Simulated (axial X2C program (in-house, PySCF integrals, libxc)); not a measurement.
Potential curves of GeCl, with spin–orbit coupling

Calculated with an in-house relativistic program for diatomic molecules. Two-component (2c) means X2C with spin–orbit coupling and atomic mean-field two-electron Coulomb and Gaunt terms. Basis: Ge dyall-cv3z [9s9p7d4f1g], Cl dyall-av3z [9s8p3d2f] (cores contracted in-house); Gaussian nuclei, density fitting, unrestricted open shells. Masses: Ge 73.921 u, Cl 34.969 u.

State: Ω = 1/2 (⟨Sz⟩ = -0.50, ⟨Lz⟩ = 1.00 at HF). Energies in kJ/mol from the lowest point of each curve. Fits are polynomials in 1 − R0/R over 0.85 to 1.23 times the lowest point R0.

```json
{"R (Å)": "1.9001", "HF": "88.60", "MP2": "86.16", "CCSD(T)": "", "CCSD": ""}
{"R (Å)": "1.9874", "HF": "37.79", "MP2": "36.20", "CCSD(T)": "38.22", "CCSD": "37.31"}
{"R (Å)": "2.0530", "HF": "15.77", "MP2": "14.74", "CCSD(T)": "16.06", "CCSD": "15.47"}
{"R (Å)": "2.1185", "HF": "4.00", "MP2": "3.49", "CCSD(T)": "4.14", "CCSD": "3.85"}
{"R (Å)": "2.1840", "HF": "0.00", "MP2": "0.00", "CCSD(T)": "0.00", "CCSD": "0.00"}
{"R (Å)": "2.2604", "HF": "2.64", "MP2": "3.26", "CCSD(T)": "2.53", "CCSD": "2.85"}
{"R (Å)": "2.3369", "HF": "11.03", "MP2": "12.31", "CCSD(T)": "10.85", "CCSD": "11.49"}
{"R (Å)": "2.4352", "HF": "27.54", "MP2": "29.74", "CCSD(T)": "27.39", "CCSD": "28.41"}
{"R (Å)": "2.5553", "HF": "53.10", "MP2": "56.52", "CCSD(T)": "", "CCSD": ""}
{"R (Å)": "2.7300", "HF": "95.09", "MP2": "100.47", "CCSD(T)": "", "CCSD": ""}
```

Correlated methods: 11 electrons correlated (number of frozen shells: Ge 3 s, 2 p, 1 d; Cl 2 s, 1 p), 233 virtual spin orbitals or spinors in MP2, 90 natural virtuals in coupled cluster.

The state is one determinant whose occupation by symmetry is held fixed; it was picked as the lowest of a PBE0 search that is not exhaustive. Coupled cluster ran in a truncated set of natural virtual spinors; the MP2 energy of the rest was added. (T) has no such correction and the atoms are truncated less, which lowers De at CCSD(T) by a hundredth of an eV or more. With the outer-core shells frozen, correlated bond lengths of heavy atoms tend to come out a few hundredths of an ångström too long. Coupled cluster ran on the points near the minimum only. MP2 and coupled cluster on one determinant become unreliable at the stretched end.

Problem. Fit the HF curve near its minimum: give the equilibrium distance and the harmonic wavenumber.

Solution. At HF, 2c: Re = 2.193 Å, ωe ≈ 394 cm⁻¹; Be follows as 0.148 cm⁻¹.

Problem. What are Re and ωe at the MP2 level?

Solution. At MP2, 2c: Re = 2.187 Å, ωe ≈ 400 cm⁻¹; Be follows as 0.148 cm⁻¹.

Problem. What are Re and ωe at the CCSD(T) level?

Solution. At CCSD(T), 2c: Re = 2.194 Å, ωe ≈ 394 cm⁻¹; Be follows as 0.147 cm⁻¹.

Problem. Fit the CCSD curve near its minimum: give the equilibrium distance and the harmonic wavenumber.

Solution. At CCSD, 2c: Re = 2.191 Å, ωe ≈ 397 cm⁻¹; Be follows as 0.148 cm⁻¹.
